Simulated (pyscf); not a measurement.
Structures and frequencies: ωB97X-D3(BJ)/def2-SVP in PySCF.

### Question
SbH₃ + Cl–Sb(Cl)–Cl → Cl–SbH₂ + Cl–SbH–Cl
Surface: singlet. Broken: H–Sb, Cl–Sb. Formed: Cl–Sb, H–Sb. Give ΔE‡ and ΔE from ωB97M-D3(BJ)/def2-TZVP, relative to the separated reactants.

### Answer
ΔE‡ = 122.2 kJ/mol, ΔE = +29.0 kJ/mol. Zero-point energy shifts the barrier by +4.2 kJ/mol. It is a four-centre exchange, with an imaginary mode of 211i cm⁻¹. On the product side the descent ends in a bound adduct, 40.2 kJ/mol under the separated species and 108.1 kJ/mol under the saddle at ωB97X-D3(BJ)/def2-TZVP. At ωB97X-D3(BJ) the barrier from the zero used here is 97.0 kJ/mol. This is the saddle that the search found; another between the same sides may lie lower. Elements past Kr carry the def2 core potentials, without spin-orbit coupling.
